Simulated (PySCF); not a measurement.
Al: excitation energy

Al [Ne] 3s2 3p1 (2P) → Al [Ne] 3s1 3p1 4s1 (4P), as a difference of total energies. Computed with PySCF 2.14 in aug-cc-pCVTZ-DK with one added diffuse shell each of s, p, d, f type (9s8p6d4f, 91 functions), with scalar relativity by spin-free X2C-1e. Correlated levels: valence and next inner shell: 1s2 frozen. The calculations carry no spin-orbit coupling.

```
                                method  excitation energy (eV)
                                   UHF                   6.374
    MP2 (valence and next inner shell)                   7.341
SCS-MP2 (valence and next inner shell)                   7.551
   CCSD (valence and next inner shell)                   7.548
CCSD(T) (valence and next inner shell)                   7.601
```

How much does correlation contribute at CCSD(T) (valence and next inner shell)?

7.601 − (6.374) = 1.227 eV, measured against UHF.

The upper state lies above the first ionisation limit, but in LS coupling its spin forbids autoionisation to the ground ion. A Rydberg-like electron needs more diffuse functions than a valence basis has.

The promoted electron is Rydberg-like, and one or two diffuse shells describe it only roughly, which tends to raise the upper state.
